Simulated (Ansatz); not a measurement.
Spectroscopic constants of MnCl, multiplicity 7 (the spin of the measured ground state). No spin–orbit coupling. Mn is treated without relativity.

Constants: fifth-degree fit in 1/R to seven points, most abundant isotopes. In def2 and cc sets the state is the lowest found near the PBE0 minimum, followed along R.

Correlated levels freeze the inner cores; with def2 sets outer-core shells near the valence are correlated too. CBS: X⁻³ extrapolation of the correlation energy, Hartree–Fock from the larger set.

Codes used: Ansatz (an electronic-structure program) with Gaussian orbitals. Values without a source in brackets are computed.

**Question.** What bond length and harmonic frequency does CCSD/def2-QZVPP give, and what D_e (from each atom's lowest state at the same level)?

**Answer.** r_e = 2.240 Å, ω_e = 386 cm⁻¹, D_e = 3.54 eV.

**Question.** What bond length and harmonic frequency does CCSD(T)/def2-TZVPP give, and what D_e (from each atom's lowest state at the same level)?

**Answer.** r_e = 2.251 Å, ω_e = 382 cm⁻¹, D_e = 3.40 eV.

**Question.** What bond length and harmonic frequency does CCSD(T)/CBS(def2-TZVPP, def2-QZVPP) give?

**Answer.** r_e = 2.220 Å, ω_e = 393 cm⁻¹.
